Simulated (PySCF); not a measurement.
Computed spin Hamiltonian

C₆H₁₁O₂ (doublet state).
Z-matrix (Å and degrees, GFN2-xTB geometry), rows numbered from 1:
```
C 
O   1  1.3664
C   2  1.3899  1  116.29
C   3  1.5295  2  108.52  1   175.84
C   4  1.5266  3  109.52  2   176.53
C   5  1.5273  4  109.24  3   -54.34
C   6  1.5282  5  109.16  4    54.24
O   7  1.4091  6  111.87  5   -57.18
H   1  1.0714  2  112.99  3   168.59
H   1  1.0736  2  118.93  3    16.25
H   3  1.1141  2  110.16  1    55.72
H   4  1.0898  3  108.96  2   -61.29
H   4  1.0910  3  107.65  2    56.35
H   5  1.0933  4  109.44  3    65.46
H   5  1.0906  4  110.10  3  -175.88
H   6  1.0905  5  110.90  4   174.97
H   6  1.0912  5  109.60  4   -65.03
H   7  1.1024  6  109.64  5    64.56
H   7  1.0916  6  111.38  5  -174.72
```

The hyperfine couplings belong to this conformer and change with its torsions.

The species is `[CH2]O[C@H]1CCCCO1` [radical].

Theory: UKS B3LYP, pcH-1 on C H O, non-relativistic, mean-field spin-orbit, GIAO (PySCF 2.14.0). Isolated species at its GFN2-xTB geometry (one conformer only). The geometry wasn't refined by DFT: couplings that depend on bond lengths, twists or pyramidal angles can differ widely from those at the functional's own minimum. The SCF solution wasn't tested for stability.

```
g1, g2, g3                      : 2.00218, 2.00336, 2.00419
g_iso                           : 2.00324
Form of g                       : rhombic: the two nearest values differ by 41 % of g3 − g1
⟨S²⟩                            : 0.7532 (exact 0.7500)
HOMO–LUMO gap, α and β orbitals : 6.00, 6.25 eV
Total energy                    : -385.66419 Eh
Basis functions                 : 310
```

Hyperfine couplings atom by atom, in MHz; T1 to T3 are the principal values of the dipolar part:

| atom | isotope | a_iso | T1 | T2 | T3 | Mulliken spin population |
| --- | --- | --- | --- | --- | --- | --- |
| C1 | 13C | 141.1 | -76.9 | -75.3 | 152.2 | 0.95 |
| O2 | 17O | -23.1 | -63.8 | 30.6 | 33.3 | 0.11 |
| C3 | 13C | -4.7 | -1.5 | -0.7 | 2.2 | -0.01 |
| C4 | 13C | -1.4 | -0.6 | -0.2 | 0.8 | 0.00 |
| C5 | 13C | -0.5 | -0.2 | -0.1 | 0.3 | 0.00 |
| C6 | 13C | 0.8 | -0.2 | -0.2 | 0.4 | 0.00 |
| C7 | 13C | -0.4 | -0.3 | -0.2 | 0.6 | 0.00 |
| O8 | 17O | -0.4 | -2.8 | 0.8 | 1.9 | 0.01 |
| H9 | 1H | -44.1 | -35.7 | -1.5 | 37.2 | -0.04 |
| H10 | 1H | -37.0 | -35.9 | -1.2 | 37.1 | -0.03 |
| H11 | 1H | 8.0 | -4.4 | -3.5 | 8.0 | 0.02 |
| H12 | 1H | 0.5 | -1.7 | -1.6 | 3.4 | 0.00 |
| H13 | 1H | 0.8 | -1.8 | -1.6 | 3.4 | 0.00 |
| H14 | 1H | 0.5 | -0.7 | -0.6 | 1.3 | 0.00 |
| H15 | 1H | 0.0 | -0.5 | -0.4 | 0.9 | 0.00 |
| H16 | 1H | -0.1 | -0.4 | -0.4 | 0.8 | 0.00 |
| H17 | 1H | 0.0 | -0.6 | -0.6 | 1.2 | 0.00 |
| H18 | 1H | 0.1 | -1.0 | -0.9 | 1.9 | 0.00 |
| H19 | 1H | 0.7 | -0.8 | -0.7 | 1.6 | 0.00 |

Largest spin populations (Mulliken): C1 (+0.95) and O2 (+0.11). C1 is the only atom above +0.15. The angles at C1 add up to 353.6°, so it is slightly pyramidal.

Axes: g3 points within 11° of the O2–C3 bond.

Under fast tumbling the dipolar parts average out, and these isotropic splittings remain: 2 × 1H (H9/H10, I = 1/2, 3 lines) with 1.45 mT, 1 × 1H (H11, I = 1/2, 2 lines) with 0.28 mT and 1 × 1H (H13, I = 1/2, 2 lines) with 0.03 mT.

Nuclei that the bonding pattern makes equivalent are averaged, as if the motion that swaps them (rotation, inversion, ring flip) were fast. The 1H value of -40.6 MHz is a mean of couplings from -44.1 to -37.0 MHz in this one geometry, not an average over conformers.

The 17O coupling of O2 (-23.1 MHz) shows only in satellite lines or after enrichment, since that isotope makes up about 0.038 % of natural oxygen.

The 13C coupling of C1 (141.1 MHz) shows only in satellite lines or after enrichment, since that isotope makes up about 1.07 % of natural carbon.

β density exceeds α density at some nuclei, such as H9/H10 (-0.0091), C3 (-0.0042) and C4 (-0.0013), spin density in bohr⁻³. In a single determinant that takes different orbitals for the two spins, that is spin polarisation.
